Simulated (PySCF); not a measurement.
Compound: C₅H₈ClN₃.
Structure used (GFN2-xTB), in Å, numbered top down from 1:
```xyz
17
C5H8ClN3 angstrom
C     -2.1719   -0.2081    0.3396
C     -1.2525    0.1112   -0.8356
N     -0.0229    0.7079   -0.3895
N      0.1129    2.0285   -0.3427
N      1.2712    2.3201    0.1144
C      1.9227    1.1760    0.3810
Cl     3.5053    1.1194    1.0032
C      1.1023    0.1035    0.0634
C      1.3241   -1.3565    0.1498
H     -1.7134   -0.9344    1.0062
H     -3.1093   -0.6163   -0.0270
H     -2.3806    0.6981    0.9022
H     -1.0217   -0.7951   -1.4017
H     -1.7293    0.8394   -1.4949
H      0.6630   -1.8080    0.8890
H      1.1397   -1.8334   -0.8126
H      2.3536   -1.5403    0.4453
```

Computed at PBE0/pcSseg-1 (PySCF, non-relativistic), with Q(14N) = 0.02044 b, Q(35Cl) = −0.0817 b: N3, 14N (I = 1): χzz = -2.864 MHz, η = 0.333; N4, 14N (I = 1): χzz = -4.717 MHz, η = 0.735; N5, 14N (I = 1): χzz = -5.123 MHz, η = 0.138; Cl7, 35Cl (I = 3/2): χzz = -77.37 MHz, η = 0.028.

Question: Where would the pure quadrupole (NQR) lines of 14N at N3 fall for the rigid, isolated species?

Answer: From ν± = (3/4)|χ|(1 ± η/3) and ν0 = |χ|η/2: ν+ 2.386 MHz, ν− 1.909 MHz, ν0 0.477 MHz (pyrrole-type nitrogen).

Question: Find the zero-field quadrupole resonance frequencies of 14N at N4.

Answer: From ν± = (3/4)|χ|(1 ± η/3) and ν0 = |χ|η/2: ν+ 4.404 MHz, ν− 2.672 MHz, ν0 1.733 MHz (pyridine-type nitrogen).

Question: Where would the pure quadrupole (NQR) lines of 14N at N5 fall for the rigid, isolated species?

Answer: From ν± = (3/4)|χ|(1 ± η/3) and ν0 = |χ|η/2: ν+ 4.019 MHz, ν− 3.665 MHz, ν0 0.354 MHz (pyridine-type nitrogen).

Question: Find the zero-field quadrupole resonance frequencies of 35Cl at Cl7.

Answer: From ν = (|χ|/2)√(1 + η²/3): ν = 38.69 MHz (aryl chlorine). For 37Cl the ratio of quadrupole moments, 0.7881, gives 30.49 MHz.

Question: Apply the simplest Townes–Dailey estimate (no s hybridisation, no π bonding), ionic character = 1 − χzz/χ0, where χ0 is the coupling for one missing p electron along the bond: −109.74 MHz for 35Cl.

Answer: Cl7 on C6: 1 − (-77.37)/(-109.74) = 0.29. In this model a purely covalent bond gives χ0 and a free halide ion gives zero; s hybridisation or π bonding, where present, is counted here as ionic character.

In a crystal, neighbours and librations shift these lines. GFN2-xTB bond lengths can be off by several hundredths of an ångström, more for odd bonds, and the gradients follow them. These gradients aren't converged with respect to the basis.

One conformer stands for the species.
